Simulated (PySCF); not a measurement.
## Removal energies of Tm⁴¹⁺ from EOM-IP-GCCSD

Reference: closed-shell Tm⁴¹⁺, [Ar] 3d10; one electron is removed. Calculated with PySCF 2.14, two-component X2C-1e with screened spin-orbit coupling, an even-tempered Gaussian basis (18 s from 3.1 bohr⁻², ratio 2.6; 15 p from 4 bohr⁻², ratio 2.6; 10 d from 4 bohr⁻², ratio 2.6; 5 f from 4.1 bohr⁻², ratio 2.8); frozen [Ar]; the 98 highest virtual spinors dropped; of the others 70 kept and the rest restored at second order. No Breit or QED terms. Binding energies in eV.

| level | Koopmans | second order | EOM-CCSD |
| --- | --- | --- | --- |
| 3d3/2 | 3352.7 | 3351.9 | 3352.0 |
| 3d5/2 | 3304.1 | 3303.5 | 3303.5 |

For comparison, the ionisation energy of Tm⁴¹⁺ is 3298 ± 4 eV (theoretical estimate listed by NIST; NIST Atomic Spectra Database, ionization energies).
